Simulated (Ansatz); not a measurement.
Two shapes of singlet Li₄H₄.

Shape 1:

```xyz
8

H    -1.2047   -0.7775   -0.6564
Li   -0.7665   -0.8159    1.1105
Li   -0.9874    1.0303   -0.6709
H    -0.5492    0.9918    1.0960
Li    0.5492   -0.9918   -1.0960
H     0.9874   -1.0303    0.6709
H     0.7665    0.8159   -1.1105
Li    1.2047    0.7775    0.6564
```

Shape 2:

```xyz
8

H     0.9505   -1.2870   -0.4701
Li    0.0816   -1.1127    1.2394
Li   -0.6655   -0.7189   -1.3494
H    -1.5345   -0.5446    0.3600
Li    1.5345    0.5446   -0.3600
H     0.6655    0.7189    1.3494
H    -0.0816    1.1127   -1.2394
Li   -0.9505    1.2870    0.4701
```

Basis set: def2-SVP (spherical functions). All electrons are correlated. Charge 0, multiplicity 1.

Computed with Ansatz (development build ahead of 0.2.0); each method stands on the lowest determinant of its kind that the runs found.

(1) Which shape is lower in energy, and by how much in each method?

## Answers

(1)

| method | E(2) − E(1) (eV) |
| --- | --- |
| RHF | 0.065 |
| RHF-MP2 | 0.144 |

Shape 1 is lower.
